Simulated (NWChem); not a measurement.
A series in which one site is exchanged, each optimised at PBE0/def2-SVP with NWChem, gas phase unless a solvent is named. All stand in one matching conformer (torsions within 35°), which need not be the lowest. Some are not confirmed as minima by frequencies. def2 effective core potentials on In; no spin-orbit coupling.

A: [NH2][GaH][F] (GaNH₃F; site = Ga)
B: [F][InH][NH2] (InNH$_{3}$F; site = In)
C: NBF (BNH3F; site = B)
D: [NH2][AlH][F] (AlNH₃F; site = Al)

Values for A:

* **dipole (D), PBE0/def2-SVP**: 2.82
* **orbital gap (eV), PBE0/def2-SVP**: 7.30
* **vertical ionisation energy, ΔSCF, PBE0/def2-SVP (eV)**: 10.07
* **lowest singlet excitation, PBE0/def2-SVPD, TDA (eV)**: 6.22

Problem. How do these values change for the other members?

Solution. 
```tsv
change from A	B	C	D
dipole (D), PBE0/def2-SVP	+0.46	-0.27	-0.43
orbital gap (eV), PBE0/def2-SVP	-0.98	+2.41	+0.36
vertical ionisation energy, ΔSCF, PBE0/def2-SVP (eV)	-0.46	+1.09	+0.15
lowest singlet excitation, PBE0/def2-SVPD, TDA (eV)	-1.00	+1.50	+0.09
```
